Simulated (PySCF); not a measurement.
Al(Me)(OSiH3)2 (CH₉AlO₂Si₂), SMILES [CH3][Al]([O][SiH3])[O][SiH3].

Geometry optimised at B3LYP-D3(BJ)/def2-SVP. The isomer is the one that the SMILES or the coordinates give; other isomers of the formula were not compared. Other conformers were not sampled.

Level of theory: CAM-B3LYP/def2-TZVP (PySCF).

| Item | Result |
|---|---|
| total energy | -1015.65476 hartree |
| highest occupied level | -9.92 eV |
| lowest empty level | 0.35 eV |
| orbital gap | 10.27 eV |
| dipole moment | 1.01 D |
| quadrupole, principal values (traceless, Buckingham form, about the centre of nuclear charge) | -5.03, 0.35, 4.68 D·Å |
| mean static polarisability | 90.2 bohr³ (13.37 Å³) |
| polarisability, principal values | 78.8, 95.2, 96.7 bohr³ |
